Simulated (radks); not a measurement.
These are the eigenvalues of the occupied orbitals of an atom or ion with whole-number occupations (hartree). Calculated with a radial shooting solver on a logarithmic mesh with Libxc functionals: scalar-relativistic Kohn-Sham, BLYP, spin-polarised, spherical densities, finite nucleus; Fermi nuclear charge, rms radius of each element as measured or else 0.836 A^(1/3) + 0.57 fm.

1s up: -2039.353
1s down: -2039.353
2s up: -341.1217
2s down: -341.1206
2p up: -302.2535
2p down: -302.2527
3s up: -76.19154
3s down: -76.14676
3p up: -64.31130
3p down: -64.26666
3d up: -49.21884
3d down: -49.18465
4s up: -15.07610
4s down: -14.97775
4p up: -11.16519
4p down: -11.06838
4d up: -5.88079
4d down: -5.78608
5s up: -1.86394
5s down: -1.81827
5p up: -0.95761
5p down: -0.92517
4f up: -0.14406
6s up: -0.13639
6s down: -0.13359
4f down: -0.06318

Which element is it, and in what charge state? The configuration may be excited. Open shells, if any, are filled with parallel spins first.

Answer. Z = 67, holmium, charge 0: Ho in [Xe] 4f11 6s2. The list shows which subshells hold electrons but not how many an open one holds; the 1s level, -2039.4 hartree, gives Z - s = 63.9 by -(Z - s)^2/2, which with screening and relativity narrows Z to a few neighbours, and the depths of the outer levels then fix element, charge and occupations together.
